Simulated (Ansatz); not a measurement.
Basis-set series for C2H9BOSi, SMILES `CBO[SiH2]C`. The species carries charge 0 and has multiplicity 1. Geometry: relaxed with PBE0-D4/def2-TZVP. It is one conformer, not always the lowest.

```
functional       basis  functions  energy (Eh)  HOMO (eV)  LUMO (eV)
   PBE0-D4  def2-TZVPP        292   -471.04121      -8.15       0.06
   PBE0-D4  def2-QZVPP        568   -471.06232      -8.17      -0.02
   ωB97M-V  def2-TZVPP        292   -471.26453     -10.52       1.88
   ωB97M-V  def2-QZVPP        568   -471.28430     -10.53       1.50
```

Problem. Give the rows for def2-SVP. (Best estimate.)

Solution. Ansatz gave: 
```
functional     basis  functions  energy (Eh)  HOMO (eV)  LUMO (eV)
   PBE0-D4  def2-SVP        119   -470.72892      -8.08       0.26
   ωB97M-V  def2-SVP        119   -470.94116     -10.41       2.33
```

Positive LUMOs are unbound and depend on the basis.
